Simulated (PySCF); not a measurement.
# How methods differ on the excitation energy of Ni

Ni [Ar] 3d8 4s2 (3F) → Ni [Ar] 3d9 4s1 (3D), as a difference of total energies. All numbers are calculated (PySCF 2.14, no relativity, point nucleus, in aug-cc-pVTZ with one added diffuse shell each of s, p, d, f, g type (9s8p6d4f3g, 118 functions)). Correlated levels: valence: [Ar] frozen. The calculations carry no spin-orbit coupling.

```tsv
method	excitation energy (cm⁻¹)
UHF	11206
PBE0	-3270.1
M06	-3841.5
r2SCANh	-869.29
B3LYP	-3223.3
MP2 (valence)	-6733.7
SCS-MP2 (valence)	-3656.3
```

Estimate what r2SCAN gives.

-1910.6 cm⁻¹, closest to r2SCANh among the rows shown.

Estimate what PBE gives.

-7275.2 cm⁻¹, closest to MP2 (valence) among the rows shown.

A first-order spin-orbit estimate (lowest level to lowest level, LS coupling) adds 0.054 eV.
